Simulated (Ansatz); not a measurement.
Ansatz (an electronic-structure program) input:

Ansatz 0.2 input:
```yaml
crystal:
  periodic: [false, false, false]
  atoms:
    - {symbol: Sn, position_ang: [0.00378520, -0.00760864, 0.66407584]}
    - {symbol: Cl, position_ang: [1.25285879, 1.47717469, -0.96695857]}
    - {symbol: Cl, position_ang: [-1.26399173, -1.45479634, -0.98620567]}
basis:
  gaussian:
    orbitals: def2-TZVP
hamiltonian:
  xc: b3lyp
  dispersion: d3bj
total_charge: -1
magnetization: {spin_polarized: true, initial_magnetization: 1}
phonons: {temperatures: {t_min: 298.15, t_max: 298.15, t_step: 100}}
```

Q: What final total energy does it print?

A: -1135.01359 Eh (B3LYP-D3(BJ)/def2-TZVP). The basis has 124 functions.
